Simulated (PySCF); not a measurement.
Bonds broken one at a time in the series Ga NH2-H. Isolated molecules, 0 K electronic values unless said otherwise. One relaxed conformer stands for each flexible species; it need not be the lowest. Strings in code marks are SMILES.

Level of theory: PBE-D3(BJ)/def2-TZVP // r2SCAN-D4/def2-TZVP (PySCF). 

```
species                                   LUMO (eV)  HOMO (eV)
----------------------------------------  ---------  ---------
whole molecule (`[NH2][Ga]([NH2])[NH2]`)      -0.69      -5.35
whole molecule (`[NH2][GaH][NH2]`)            -0.46      -5.31
radical fragment (`[NH2][GaH]`)                   –          –
whole molecule (`[GaH2][NH2]`)                -1.48      -6.08
radical fragment (`[GaH2]`)                       –          –
whole molecule (`[GaH3]`)                     -2.65      -7.35
```
